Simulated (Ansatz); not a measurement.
One change: `C=[C](O)[SnH2][AlH2]` becomes `C=CC(=C)O`.

Ansatz, PBE0-D4/def2-TZVP geometries, multiplicity 1. Each molecule was computed in one conformer, which needn't be the lowest.

Elements past krypton have def2 core potentials.

```json
{"property": "HOMO energy (ωB97M-V/def2-TZVPP) / eV", "`C=[C](O)[SnH2][AlH2]`": "-8.64"}
{"property": "HOMO–LUMO gap (PBE0/def2-TZVPP) / eV", "`C=[C](O)[SnH2][AlH2]`": "5.23"}
{"property": "LUMO energy (B3LYP/def2-TZVPP) / eV", "`C=[C](O)[SnH2][AlH2]`": "-1.64"}
{"property": "size of the dipole moment (ωB97M-V/def2-TZVPP) / D", "`C=[C](O)[SnH2][AlH2]`": "1.61"}
{"property": "LUMO energy (ωB97M-V/def2-TZVPP) / eV", "`C=[C](O)[SnH2][AlH2]`": "0.39"}
{"property": "LUMO energy (PBE/def2-TZVPP) / eV", "`C=[C](O)[SnH2][AlH2]`": "-2.31"}
```

Question: What does the change do to each property? (Best estimate.)

Answer: The calculation gave: 
```
                                          property  `C=CC(=C)O`  shift
             HOMO energy (ωB97M-V/def2-TZVPP) / eV        -8.63   0.01
              HOMO–LUMO gap (PBE0/def2-TZVPP) / eV         5.78   0.55
               LUMO energy (B3LYP/def2-TZVPP) / eV        -0.94   0.70
size of the dipole moment (ωB97M-V/def2-TZVPP) / D         0.84  -0.77
             LUMO energy (ωB97M-V/def2-TZVPP) / eV         1.33   0.94
                 LUMO energy (PBE/def2-TZVPP) / eV        -1.65   0.66
```

With PBE0 the HOMO rises by 0.18 eV and the LUMO rises by 0.73 eV, so the gap widens by about 0.55 eV. PBE moves the HOMO by 0.29 eV and ωB97M-V by 0.01 eV. Dipoles are sizes alone; their direction can turn.

B3LYP here is the variant with VWN-RPA as its local correlation; programs differ in this.
